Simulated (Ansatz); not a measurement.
`C[CH2][InH][F]` + H₂Te → `CC[TeH]` + `[F][InH2]` at 400 K and 1 bar (substitution at a C–In bond).

Computed with Ansatz on PBE0-D4/def2-TZVP structures; ΔE is electronic, products minus reactants. CBS: MP2 limit from def2 TZ/QZ plus the TZ coupled-cluster correction, frozen cores. def2 core potentials past Kr. For In, Te outer-core shells are correlated without core-valence functions, which leaves a few kJ/mol of doubt a bond. One conformer a species, not always the lowest.

| species | CCSD(T)/CBS energy (Eh) | H − E (kJ/mol) | S (J/(mol·K)) |
| --- | --- | --- | --- |
| `C[CH2][InH][F]` | -369.34165 | 220.9 | 388.7 |
| H₂Te | -268.91024 | 45.0 | 239.1 |
| `CC[TeH]` | -347.43450 | 213.3 | 336.4 |
| `[F][InH2]` | -290.81142 | 53.0 | 281.4 |

H − E and S are ideal-gas, rigid-rotor, harmonic terms from PBE0-D4/def2-TZVP, for one conformer and one mirror image of each species. 1 Eh = 2625.50 kJ/mol, R = 8.31446 J/(mol·K).

Problem. By hand: ΔE, ΔH, ΔS and ΔG.

Solution. ΔE = (-347.43450) + (-290.81142) − (-369.34165) − (-268.91024) = 0.00597 Eh = 15.7 kJ/mol. Δ(H − E) = 213.3 + 53.0 − 220.9 − 45.0 = 0.4, so ΔH = 16.1 kJ/mol. ΔS = 336.4 + 281.4 − 388.7 − 239.1 = -10.0 J/(mol·K). ΔG = 16.1 − 400 × (-10.0)/1000 = 20.1 kJ/mol.

Problem. By hand: the equilibrium constant, and the temperature at which ΔG would vanish if ΔH and ΔS stayed fixed.

Solution. log₁₀ K = −ΔG/(RT ln 10) = -2.6. ΔH and −TΔS have one sign here, so there is no such temperature.

The number of gas molecules stays the same, so ΔS is small and ΔH decides. A doubt of 5 kJ/mol in ΔE shifts log₁₀ K by 0.7 here. Other conformers and mirror images would add mixing entropy, several J/(mol·K) or more a flexible species. Modes under 60 cm⁻¹, often nearly free rotors, make the harmonic entropy too high. These are equilibria of isolated gas molecules and say nothing of rates. Largest T1 diagnostic: 0.016 (customary marks: 0.02 for closed shells, 0.045 for open ones).

ΔS is within the doubt of such terms, so its sign, and with it that verdict, could turn.
